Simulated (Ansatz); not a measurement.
Start from `N[SiH2]NCO` and change one atom or group to get `N[SiH2]N[SiH2]O`.

Ansatz, PBE0-D4/def2-TZVP geometries, multiplicity 1. Each molecule was computed in one conformer, which needn't be the lowest.

```
                                          property  `N[SiH2]NCO`
    size of the dipole moment (PBE/def2-TZVPP) / D          2.03
size of the dipole moment (ωB97M-V/def2-TZVPP) / D          2.07
             HOMO energy (ωB97M-V/def2-TZVPP) / eV         -9.47
                 HOMO energy (PBE/def2-TZVPP) / eV         -5.74
             LUMO energy (ωB97M-V/def2-TZVPP) / eV          2.10
           HOMO–LUMO gap (ωB97M-V/def2-TZVPP) / eV         11.57
```

Task: Give the same properties after the change, and the shifts. (Estimate.)

Result: The calculation gave: 
| property | `N[SiH2]N[SiH2]O` | shift |
| --- | --- | --- |
| size of the dipole moment (PBE/def2-TZVPP) / D | 2.59 | 0.56 |
| size of the dipole moment (ωB97M-V/def2-TZVPP) / D | 2.59 | 0.52 |
| HOMO energy (ωB97M-V/def2-TZVPP) / eV | -9.79 | -0.32 |
| HOMO energy (PBE/def2-TZVPP) / eV | -6.05 | -0.31 |
| LUMO energy (ωB97M-V/def2-TZVPP) / eV | 1.86 | -0.24 |
| HOMO–LUMO gap (ωB97M-V/def2-TZVPP) / eV | 11.66 | 0.09 |

With PBE0 the HOMO falls by 0.32 eV and the LUMO falls by 0.24 eV, so the gap widens by about 0.08 eV. PBE moves the HOMO by -0.31 eV and ωB97M-V by -0.32 eV. Dipoles are sizes alone; their direction can turn.
